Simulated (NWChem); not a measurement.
## Total energies of bromine monochloride (BrCl)

```
Cl
Br 1 2.1953
```
Charge 0, spin multiplicity 1.

All runs are NWChem calculations. All single points use one geometry, from B3LYP/def2-SVP, a minimum by its harmonic frequencies.

Basis set: def2-TZVP (85 functions).

```csv
method,total energy (Ha),relative cost
RHF,-3031.90041,1
MP2,-3032.36097,under 3
B2PLYP,-3033.83212,3
PBE,-3033.77687,under 3
B3LYP,-3034.39079,under 3
r2SCAN,-3034.29837,under 3
CCSD(T),-3032.40339,50
```

Total energies of different functionals aren't comparable as a measure of quality: only differences taken within one method are. Costs are rough ratios of processor time within this set of runs, SCF included, with RHF as 1.

The Hamiltonian is non-relativistic. The correlated methods keep 14 core orbitals frozen. B3LYP has NWChem's definition, with VWN1-RPA local correlation. Coupled-cluster values serve here as a point of comparison, not as the truth.
